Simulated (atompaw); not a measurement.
# Which change was made? (Sn, PAW (atompaw))

atompaw 4.2.0.5 input, output lines left out:

```
Sn 50
LDA-PW scalarrelativistic loggrid 1500 logderivrange -3 5 201
5 5 4 0 0 0
5 1 2
0 0 0
c
c
c
c
v
c
c
c
v
c
c
2
2.65 2.45 2.40 2.10
y
3.15
n
y
0.6
n
y
0.45
y
1.8
n
custom polynom2 7 10 vanderbiltortho sinc
3 0 vpsmatchnc
2.65
2.65
2.65
2.65
2.65
2.65
```

Cutoffs, loose and tight: the cutoffs (Ry, on a coarse ladder) from which the occupation-weighted sum of valence levels, in a spherical-Bessel basis at the reference potential, stays within 10 and 1 mRy of its value at 400 Ry. They see the waves, projectors and local potential, not the compensation charge or the core.

The base gives: outcome: generated; cutoff, loose: 10 Ry; cutoff, tight: 25 Ry; bound ghosts: s, p.

(1) After one change the result is: outcome: generated; cutoff, loose: 8 Ry; cutoff, tight: 25 Ry; bound ghosts: s. Which change was it?
A. all radii scaled by about 0.77 (s 2.04, p 2.04, d 2.04 bohr); local potential vpsmatchnc scheme with l = 3 at 0 Ry, radius 1.86 bohr; augmentation sinc compensation charge, radius 1.90 bohr; PAW radius 2.04 bohr; waves and projectors: custom polynom2 7 10 vanderbiltortho; core correction smooth core density matched at 1.62 bohr
B. all radii scaled by about 1.26 (s 3.34, p 3.34, d 3.34 bohr); local potential vpsmatchnc scheme with l = 3 at 0 Ry, radius 3.02 bohr; augmentation sinc compensation charge, radius 3.08 bohr; PAW radius 3.34 bohr; waves and projectors: custom polynom2 7 10 vanderbiltortho; core correction smooth core density matched at 2.64 bohr
C. all radii scaled by about 1.12 (s 2.96, p 2.96, d 2.96 bohr); local potential vpsmatchnc scheme with l = 3 at 0 Ry, radius 2.68 bohr; augmentation sinc compensation charge, radius 2.74 bohr; PAW radius 2.96 bohr; waves and projectors: custom polynom2 7 10 vanderbiltortho; core correction smooth core density matched at 2.36 bohr

Results:

(1) C. The others give: all radii scaled by about 1.26 (s 3.34, p 3.34, d 3.34 bohr); local potential vpsmatchnc scheme with l = 3 at 0 Ry, radius 3.02 bohr; augmentation sinc compensation charge, radius 3.08 bohr; PAW radius 3.34 bohr; waves and projectors: custom polynom2 7 10 vanderbiltortho; core correction smooth core density matched at 2.64 bohr → outcome: generated; cutoff, loose: 6 Ry; cutoff, tight: 15 Ry; bound ghosts: s | all radii scaled by about 0.77 (s 2.04, p 2.04, d 2.04 bohr); local potential vpsmatchnc scheme with l = 3 at 0 Ry, radius 1.86 bohr; augmentation sinc compensation charge, radius 1.90 bohr; PAW radius 2.04 bohr; waves and projectors: custom polynom2 7 10 vanderbiltortho; core correction smooth core density matched at 1.62 bohr → outcome: failed: atompaw: The overlap operator has at least one negative eigenvalue!.
